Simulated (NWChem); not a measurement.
All runs are NWChem calculations. System: HOSi, charge 0, spin multiplicity 2, at a geometry optimised with UPBE0/def2-SVP. The structure started from a generated list of species. Its SCF solution wasn't tested for a lower state. Level: UHF/def2-TZVP.

Input file:

```
start mol
memory heap 200 mb stack 900 mb global 1100 mb
geometry units angstroms nocenter noautoz
  O      0.480094     0.920706     0.000000
  Si    -0.307886    -0.402734     0.000000
  H      0.469655    -1.727372     0.000000
  symmetry group Cs
end
basis spherical
  * library def2-tzvp
end
scf
  uhf
  nopen 1
  maxiter 100
  thresh 1e-7
  semidirect memsize 60000000 filesize 0
  # guess.movecs holds the orbitals of an unrestricted PBE0 run
  vectors input guess.movecs output mol.movecs
end
task scf energy
```

Output (cleaned and shortened):

```
             Northwest Computational Chemistry Package (NWChem) 7.3.0
             --------------------------------------------------------

                                NWChem Input Module
                                -------------------

 Scaling coordinates for geometry "geometry" by  1.889725989
 (inverse scale =  0.529177249)

 Turning off AUTOSYM since
 SYMMETRY directive was detected!

                             Geometry "geometry" -> ""
                             -------------------------

 Output coordinates in angstroms (scale by  1.889725989 to convert to a.u.)

  No.       Tag          Charge          X              Y              Z
 ---- ---------------- ---------- -------------- -------------- --------------
    1 O                    8.0000     0.48009400     0.92070600     0.00000000
    2 Si                  14.0000    -0.30788600    -0.40273400     0.00000000
    3 H                    1.0000     0.46965500    -1.72737200     0.00000000

 Effective nuclear repulsion energy (a.u.)      44.9010356348

            Nuclear Dipole moment (a.u.)
            ----------------------------
        X                 Y               Z
 ---------------- ---------------- ----------------
     0.0000056692    -0.0000000000     0.0000000000

      Symmetry information
      --------------------

 Group name             Cs
 Group number              2
 Group order               2
 No. of unique centers     3

      Symmetry unique atoms

     1    2    3


 Summary of "ao basis" -> "" (spherical)
 ------------------------------------------------------------------------------
       Tag                 Description            Shells   Functions and Types
 ---------------- ------------------------------  ------  ---------------------
 *                         def2-tzvp                  on all atoms

 Summary of "ao basis" -> "ao basis" (spherical)
 ------------------------------------------------------------------------------
       Tag                 Description            Shells   Functions and Types
 ---------------- ------------------------------  ------  ---------------------
[...]
  ----- ------------  ---------------      ----- ------------  ---------------
    51      0.796081  2 Si pz                14     -0.272868  1 O  pz
    48      0.232700  2 Si pz                 8     -0.171921  1 O  pz

 Vector   14  Occ=0.000000D+00  E= 1.320580D-01  Symmetry=a'
              MO Center= -2.4D-01, -5.2D-01,  1.6D-15, r^2= 5.5D+00
   Bfn.  Coefficient  Atom+Function         Bfn.  Coefficient  Atom+Function
  ----- ------------  ---------------      ----- ------------  ---------------
     5      1.244001  1 O  s                 50     -1.145996  2 Si py
    36     -0.861534  2 Si s                 49     -0.735517  2 Si px
    13     -0.233976  1 O  py                 4     -0.192722  1 O  s
     3      0.154710  1 O  s

 center of mass
 --------------
 x =  -0.01938117 y =   0.07219748 z =   0.00000000

 moments of inertia (a.u.)
 ------------------
          75.128390384650         -34.779296634673           0.000000000000
         -34.779296634673          23.412899430580           0.000000000000
           0.000000000000           0.000000000000          98.541289815230

  Mulliken analysis of the total density
  --------------------------------------

    Atom       Charge   Shell Charges
 -----------   ------   -------------------------------------------------------
    1 O    8     8.60   0.79  1.18  0.58  0.96  0.32  1.78  1.98  0.98  0.00  0.02  0.00
    2 Si  14    13.41   2.00  0.59  1.39  0.89  0.49  4.11  1.73  0.48  1.02  0.29  0.16  0.20  0.05
    3 H    1     0.99   0.22  0.54  0.22  0.01

  Mulliken analysis of the alpha density
  --------------------------------------

    Atom       Charge   Shell Charges
 -----------   ------   -------------------------------------------------------
    1 O    8     4.40   0.40  0.59  0.30  0.48  0.15  0.95  1.04  0.48  0.00  0.01  0.00
    2 Si  14     6.97   1.00  0.30  0.69  0.49  0.30  2.06  0.86  0.26  0.61  0.17  0.09  0.11  0.02
    3 H    1     0.63   0.14  0.34  0.14  0.00

   Mulliken analysis of the beta density
   -------------------------------------

    Atom       Charge   Shell Charges
 -----------   ------   -------------------------------------------------------
    1 O    8     4.20   0.40  0.59  0.29  0.47  0.16  0.83  0.94  0.50  0.00  0.01  0.00
    2 Si  14     6.43   1.00  0.29  0.70  0.39  0.19  2.05  0.87  0.22  0.42  0.12  0.07  0.09  0.02
    3 H    1     0.37   0.08  0.20  0.08  0.01

   Mulliken analysis of the spin density
   -------------------------------------

    Atom       Charge   Shell Charges
 -----------   ------   -------------------------------------------------------
    1 O    8     0.20   0.00 -0.00  0.01  0.01 -0.01  0.12  0.10 -0.02  0.00 -0.00 -0.00
    2 Si  14     0.54   0.00  0.00 -0.00  0.10  0.12  0.01 -0.01  0.05  0.19  0.04  0.02  0.02  0.00
    3 H    1     0.26   0.05  0.14  0.06 -0.00

       Multipole analysis of the density wrt the origin
       ------------------------------------------------

     L   x y z        total         alpha         beta         nuclear
     -   - - -        -----         -----         ----         -------
     0   0 0 0     -0.000000    -12.000000    -11.000000     23.000000

     1   1 0 0     -0.794707      0.156111     -0.950824      0.000006
     1   0 1 0     -1.441223     -0.192417     -1.248806     -0.000000
     1   0 0 1     -0.000000     -0.000000     -0.000000      0.000000

     2   2 0 0    -14.192386    -15.680245    -10.623802     12.111660
     2   1 1 0     -0.812982     -8.917978     -7.825097     15.930092
     2   1 0 1     -0.000000     -0.000000      0.000000      0.000000
     2   0 2 0    -15.521446    -31.423169    -27.080093     42.981815
     2   0 1 1     -0.000000     -0.000000      0.000000      0.000000
     2   0 0 2    -12.086934     -6.629058     -5.457876      0.000000

 Task  times  cpu:        1.9s     wall:        1.9s

 Total times  cpu:        2.0s     wall:        2.0s
```
